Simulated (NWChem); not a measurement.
**Tetragonal strain in Si (diamond structure): splitting of valleys and valence bands**

The numbers come from NWChem runs, not from measurements. Level: revPBE, default library pseudopotentials (valence charges Si 4), cutoff 15 Ha, shifted 4×4×4 mesh, two-atom cell, no spin-orbit coupling. The cubic cell (a = 5.475 Å, near this level's equilibrium) is stretched by 1 + δ along x and y and by (1 + δ)^−2 along z, at constant volume; symmetry keeps the atoms on their sites. The table gives the lowest empty level on the line to X along z less that along x, and the single valence level at Γ less the pair from which it splits.

| δ | ε_zz − ε_xx | valley splitting (eV) | valence splitting (eV) |
|---|---|---|---|
| -0.020 | 0.0612 | 0.527 | -0.455 |
| -0.010 | 0.0303 | 0.264 | -0.218 |
| -0.005 | 0.0151 | ? | ? |
| 0.005 | -0.0149 | -0.132 | 0.103 |
| 0.010 | -0.0297 | -0.264 | 0.201 |
| 0.020 | -0.0588 | -0.529 | 0.387 |

Question: The valley splitting goes as Ξᵤ(ε_zz − ε_xx) and, without spin-orbit coupling, the valence splitting as 3b(ε_zz − ε_xx). Fit both through zero and predict the withheld row.

Answer: Ξᵤ ≈ 8.8 eV and 3b ≈ -7.0 eV, so b ≈ -2.3 eV; the rows leave the lines by up to 0.026 eV. Predicted against computed: valley 0.133 against 0.132 eV, valence -0.106 against -0.107 eV.
